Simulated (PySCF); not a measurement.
# TDDFT excited states: C4H6I2Sn

Compound: Sn(vinyl)2I2, C4H6I2Sn.
SMILES: `C=[CH][Sn]([I])([I])[CH]=C`

Computed, not measured: PySCF, TDDFT CAM-B3LYP/def2-SVPD, vertical, gas phase, core orbitals frozen in the response, def2 core potentials past Kr. Isolated species at its PBE0-D3(BJ)/def2-SVP geometry (one conformer only). Spin–orbit coupling is left out.

```json
{"state": "S1", "E (eV)": "4.53", "E (kJ/mol)": "437", "λ (nm)": "273.6", "f": "0.037", "main configurations (H = HOMO, L = LUMO)": "H→L (90%)"}
{"state": "S2", "E (eV)": "4.53", "E (kJ/mol)": "437", "λ (nm)": "273.5", "f": "0.018", "main configurations (H = HOMO, L = LUMO)": "H-1→L (92%)"}
{"state": "S3", "E (eV)": "4.73", "E (kJ/mol)": "456", "λ (nm)": "262.2", "f": "0.015", "main configurations (H = HOMO, L = LUMO)": "H-2→L (88%)"}
{"state": "S4", "E (eV)": "4.81", "E (kJ/mol)": "464", "λ (nm)": "257.7", "f": "0.024", "main configurations (H = HOMO, L = LUMO)": "H-3→L (85%)"}
{"state": "S5", "E (eV)": "5.76", "E (kJ/mol)": "556", "λ (nm)": "215.1", "f": "0.117", "main configurations (H = HOMO, L = LUMO)": "H-4→L (59%), H→L+1 (15%), H-3→L (9%)"}
{"state": "S6", "E (eV)": "5.88", "E (kJ/mol)": "567", "λ (nm)": "210.8", "f": "0.0026", "main configurations (H = HOMO, L = LUMO)": "H-5→L (49%), H-1→L+1 (15%), H-2→L+1 (12%)"}
{"state": "S7", "E (eV)": "6.00", "E (kJ/mol)": "579", "λ (nm)": "206.6", "f": "0.0003", "main configurations (H = HOMO, L = LUMO)": "H-5→L (42%), H-1→L+1 (24%), H-2→L+1 (9%)"}
{"state": "S8", "E (eV)": "6.07", "E (kJ/mol)": "585", "λ (nm)": "204.4", "f": "0.059", "main configurations (H = HOMO, L = LUMO)": "H→L+1 (48%), H-4→L (26%), H-3→L+1 (13%)"}
{"state": "S9", "E (eV)": "6.11", "E (kJ/mol)": "590", "λ (nm)": "202.9", "f": "0.0013", "main configurations (H = HOMO, L = LUMO)": "H-1→L+1 (26%), H-2→L+1 (25%), H-1→L+2 (25%)"}
{"state": "S10", "E (eV)": "6.24", "E (kJ/mol)": "602", "λ (nm)": "198.8", "f": "0.0004", "main configurations (H = HOMO, L = LUMO)": "H-2→L+1 (37%), H-1→L+2 (16%), H-7→L (13%)"}
```

Triplets, Tamm–Dancoff:

```tsv
state	E (eV)	λ (nm)	main configurations (H = HOMO, L = LUMO)
T1	4.08	303.8	H→L (91%)
T2	4.14	299.5	H-1→L (83%)
T3	4.25	291.8	H-5→L+3 (30%), H-4→L+1 (21%), H-4→L (14%)
T4	4.26	291.4	H-5→L+1 (22%), H-4→L+3 (21%), H-5→L (15%)
```

The lowest singlet comes at 274 nm (437 kJ/mol) in the ultraviolet; it is of moderate strength; its leading configuration is HOMO→LUMO (90%). The most intense listed level is S5 at 5.76 eV (215 nm, f = 0.117), 1.23 eV above S1. S1/S2 lie within about 0.01 eV of each other. Löwdin shares by element: HOMO iodine 96%; LUMO iodine 51%, tin 24%, carbon 8% or more (atoms not listed hold the other 18%). Weighted by f, the mean energy of these states is 5.45 eV. Of the 10 states listed, 6 reach f = 0.01 and 2 stay under 0.0005. Orbital energies (eV): HOMO-3 -9.00, HOMO-2 -8.94, HOMO-1 -8.72, HOMO -8.65, LUMO -1.08, LUMO+1 -0.08, LUMO+2 0.49. The vertical ionisation energy (ΔSCF) is 9.36 eV, 3.13 eV above S10. The window holds the lowest 10 singlets.

Time: 7.1 min of wall time (grids of density and orbitals included); peak memory 1.6 GiB. Hardware: an Arm Neoverse V1 with one thread, no GPU, on a shared host.
